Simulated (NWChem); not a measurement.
Species: GeSiH5Cl; SMILES [GeH3][SiH2]Cl

Program: NWChem. Pople sets run with spherical d functions. Medium grid unless said otherwise, to which SCAN and Minnesota functionals are sensitive. Structure relaxed at the PBE-D3(BJ)/def2-SVP level. Hybrids' shares of exact exchange are those that their runs print; pure functionals count as 0. The functionals differ in more than this share.

```csv
row,share of exact exchange,orbital gap (eV)
PBE/6-31G*,0.00,5.62
KT2/6-31G*,0.00,5.59
B3LYP/6-31G*,0.20,7.26
B97-2/6-31G*,0.21,7.43
M06/6-31G*,0.27,withheld
MN15/6-31G*,0.44,8.75
```

**Question.** Fit a straight line of the last column on the one before it, predict the withheld value, and compare with the run.

**Answer.** 
1. Means of the 5 shown rows: x = 0.170, y = 6.930. Slope Σ(x − x̄)(y − ȳ)/Σ(x − x̄)² = 0.9718/0.1332 = 7.296; intercept 5.690.
2. The shown rows scatter about the line by 0.136 (root mean square); the largest residual is +0.21, at B97-2/6-31G*.
3. At x = 0.27 (M06/6-31G*; inside the shown range) the line gives 7.66.
4. The run gives 7.63, -0.03 from the line, 0.2 times the scatter.
